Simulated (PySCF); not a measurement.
One of the candidates below gave these computed data.

All candidates are C3H12N2Si2.

| technique | computed result |
| --- | --- |
| Polarisability | 104.2 au [CAM-B3LYP/def2-SVPD] |
| 1H NMR | chemical shifts (computed TMS as zero) by class: 8.63 (1 H), 5.31 (2 H), 4.68 (3 H), 3.08 (3 H), 2.09 (3 H) ppm [GIAO PBE0/pcSseg-1] |
| Dipole | 2.11 D [CAM-B3LYP/def2-SVPD] |
| Triplet | lowest triplet excitation (Tamm–Dancoff): 3.74 eV [TDA CAM-B3LYP/def2-SVPD] |
| NMR, other nuclei | isotropic shieldings of nuclei other than C and H, by class: -110 (1 N), 256 (1 N), 398 (1 Si), 400 (1 Si) ppm [GIAO PBE0/pcSseg-1] |
| 13C NMR | chemical shifts (computed TMS as zero) by class: 177.0 (1 C), 33.2 (1 C), 31.4 (1 C) ppm [GIAO PBE0/pcSseg-1] |
| Rotational structure | rotational constants A, B, C: 3.891, 0.826, 0.753 GHz [GFN2-xTB] |
| UV, first state | lowest singlet excitation: 4.28 eV (290 nm, f = 0.000) [TDDFT CAM-B3LYP/def2-SVPD] |

Gas-phase values; electronic properties from PySCF, density fitting. Levels stand in brackets. The structure is a single GFN2-xTB conformer in the gas phase; no vibrational or solvent corrections. NMR classes are plain means over equivalent atoms (diastereotopic ones count apart unless rotation or inversion swaps them), as if these changed places fast.

Task: Which candidate is it?
A. `CCCN1[SiH2]N[SiH2]1`
B. `CN1[SiH2]NC[Si@H]1C`
C. `C/C=N\[SiH2]N(C)[SiH3]`

Result: C. It is `C/C=N\[SiH2]N(C)[SiH3]`. Numbering: `[CH3:1]/[CH:2]=[N:3]\[SiH2:4][N:5]([CH3:6])[SiH3:7]`. Its formula, C3H12N2Si2, gives 1 degree of unsaturation: 0 rings and 1 π bond in the structure found. 3 carbons fall into 3 classes; from least to most shielded: C=N carbon [C2] (177.0 ppm), N-methyl carbon [C6] (33.2 ppm), methyl carbon [C1] (31.4 ppm). Hydrogen classes from least to most shielded: 1 H on a C=N carbon, C2 (8.63 ppm), 2 H on an SiH2 silicon, Si4 (5.31 ppm), 3 H on an SiH3 silicon, Si7 (4.68 ppm), 3 H on an N-methyl carbon, C6 (3.08 ppm, a mean of values up to 1.7 ppm apart in this geometry), 3 H on a methyl carbon, C1 (2.09 ppm). The other shieldings belong to: -110 ppm, C=N nitrogen [N3]; 256 ppm, nitrogen bridging silicon atoms [N5]; 398 ppm, SiH2 silicon [Si4]; 400 ppm, SiH3 silicon [Si7]. The optimised geometry has point group C1 and is an asymmetric top.

The others, at the same levels:
- `CCCN1[SiH2]N[SiH2]1` fails: its computed 13C shifts are 47.6 (1 C), 32.2 (1 C), 13.5 (1 C) ppm, 1H shifts are 5.74 (4 H), 2.88 (2 H), 1.38 (2 H), 1.11 (3 H), -0.42 (1 H) ppm and rotational constant A is 2.811 GHz (against 3.891 GHz).
- `CN1[SiH2]NC[Si@H]1C` fails: its computed 13C shifts are 32.9 (1 C), 29.1 (1 C), -2.7 (1 C) ppm, 1H shifts are 5.34 (1 H), 5.25 (1 H), 5.18 (1 H), 3.02 (1 H), 2.84 (3 H), 2.77 (1 H), 0.18 (3 H), -0.48 (1 H) ppm and lowest singlet excitation is 5.76 eV (215 nm, f = 0.004) (against 4.28 eV).

Each candidate is one conformer, not necessarily the lowest. Dipoles, sizes and rotational constants follow the conformer. The torsions of the flexible species, by atom-mapped SMILES:
- `[CH3:1]/[CH:2]=[N:3]\[SiH2:4][N:5]([CH3:6])[SiH3:7]`: C2–N3–Si4–N5 134°, N3–Si4–N5–C6 43°
- `[CH3:1][CH2:2][CH2:3][N:4]1[SiH2:5][NH:6][SiH2:7]1`: C1–C2–C3–N4 62°, C2–C3–N4–Si5 64°

The conformers of `CN1[SiH2]NC[Si@H]1C` aren't listed.
